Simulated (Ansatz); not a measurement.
Geometry optimisation, RKS B3LYP-D4/6-31G* in Ansatz 0.2.0.

The input (input.yaml):

```yaml
crystal:
  periodic: [false, false, false]
  atoms:
    - { symbol: C, position_ang: [0.1895, -0.594, 2.1857] }
    - { symbol: "N", position_ang: [0.5466, -0.7723, 0.9683] }
    - { symbol: C, position_ang: [0.2923, 0.2538, 0.0484] }
    - { symbol: S, position_ang: [0.8509, 1.9392, 0.3306] }
    - { symbol: C, position_ang: [-0.2054, -0.1023, -1.1515] }
    - { symbol: O, position_ang: [-0.4713, 0.8154, -2.1395] }
    - { symbol: O, position_ang: [-0.4888, -1.407, -1.4092] }
    - { symbol: H, position_ang: [0.3418, -1.302, 2.9386] }
    - { symbol: H, position_ang: [-0.378, 0.3833, 2.5458] }
    - { symbol: H, position_ang: [0.4134, 2.3884, -0.8513] }
    - { symbol: H, position_ang: [-0.8328, 0.2317, -2.827] }
    - { symbol: H, position_ang: [-0.89903, -1.39718, -2.30692] }
basis:
  gaussian: { orbitals: "6-31G*" }
hamiltonian:
  xc: b3lyp
  dispersion: d4
relax:
  f_tol: 0.015
  max_steps: 40
```

Command:

```bash
$ ansatz run input.yaml --threads 2 --pin off --max-ram 3072MiB --backend cpu --events-out ev --progress --plain --runs-dir out
```

Task: Where does it end, and by what steps?

Result: The run ended unconverged. After 39 steps the energy has fallen by 1.466 eV; H12 moved furthest, 1.60 Å.

```tsv
step	energy less start (eV)	largest force component (eV/Å)	accepted
0	0.0000	3.336	yes
2	-0.5060	0.779	yes
4	-0.6708	0.647	yes
6	-0.8277	0.555	yes
8	-0.8447	0.234	yes
10	-0.8478	0.105	no
12	-0.8492	0.055	yes
14	-0.8493	0.187	no
16	-0.8476	0.533	no
18	-0.8507	0.209	yes
20	-0.8515	0.157	yes
22	-0.8558	0.260	yes
24	-0.8806	0.824	yes
26	-0.9868	1.801	yes
28	-1.2543	0.507	yes
30	-1.3644	0.750	yes
32	-1.3928	0.691	yes
34	-1.4199	0.600	no
36	-1.4440	0.119	yes
38	-1.4613	0.191	yes
39	-1.4663	0.363	yes
```

```xyz
12
Properties=species:S:1:pos:R:3
C 0.202 -0.537 1.987
N -0.025 -0.644 0.733
C -0.149 0.409 -0.173
S -0.079 2.146 0.211
C -0.388 -0.034 -1.448
O -0.526 0.765 -2.508
O -0.494 -1.339 -1.728
H 0.265 -1.448 2.585
H 0.330 0.422 2.497
H 1.283 2.261 0.303
H -0.702 0.204 -3.281
H -0.358 -1.768 -0.846
```

The run took 70 s on 2 threads of AMD EPYC 9R45 96-Core Processor (Zen 5), with other jobs on the host, peak memory 0.32 GiB.
